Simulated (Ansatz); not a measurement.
`C#C[SiH](Cl)Cl` + H–F → `C#C[SiH](F)Cl` + HCl  (ligand exchange at the Si–Cl bond)

Gas-phase electronic energies from Ansatz, PBE0-D4/def2-TZVP geometries. CCSD(T)/CBS adds triple-zeta CCSD(T) − MP2 to the extrapolated MP2 energy (def2 sets, frozen cores). This one scheme is used for every species. DFT in def2-TZVPP. HSE06 is defined as in plane-wave codes.

Problem. Is it downhill or uphill in electronic energy at CCSD(T)/CBS, and by how much? (An estimate is asked.)

Solution. Computed: Downhill: ΔE = -43.2 kJ/mol.

Problem. What do these levels give: B97M-V, HSE06-D4, CAM-B3LYP-D4, B2PLYP, PBE, revPBE, r2SCANh, HSE06, LC-ωPBE, SCS-MP2/def2-TZVPP, CCSD/def2-TZVPP, HF/CBS(def2)? (Estimate.)

Solution. Computed: B97M-V -51.4, HSE06-D4 -37.4, CAM-B3LYP-D4 -53.8, B2PLYP -50.7, PBE -41.6, revPBE -41.5, r2SCANh -47.3, HSE06 -40.8, LC-ωPBE -46.9, SCS-MP2/def2-TZVPP -47.3, CCSD/def2-TZVPP -50.6, HF/CBS(def2) -62.9 kJ/mol.

Problem. What do rigid-rotor, harmonic-oscillator terms from PBE0-D4/def2-TZVP frequencies (298.15 K, 1 bar) make of the CCSD(T)/CBS value? (Best estimate.)

Solution. Ansatz gave: ΔZPE = -3.6 kJ/mol, ΔH = -47.7 kJ/mol, ΔS = 1 J/(mol·K), ΔG = -48.1 kJ/mol.

Largest T1 diagnostic among the species: 0.012.

The D4 term adds +6.6 kJ/mol with B3LYP and +3.5 kJ/mol with PBE0; it sums over pairs of atoms, weighted by their polarisabilities, and B3LYP, whose exchange is more repulsive, gets the larger term. Leaving LDA and LC-ωPBE aside and taking each functional with its dispersion term where it has one, the values, not all of them listed here, spread over 19.4 kJ/mol, from CAM-B3LYP-D4 to revPBE-D4.

B3LYP here is the variant with VWN-RPA as its local correlation; programs differ in this.
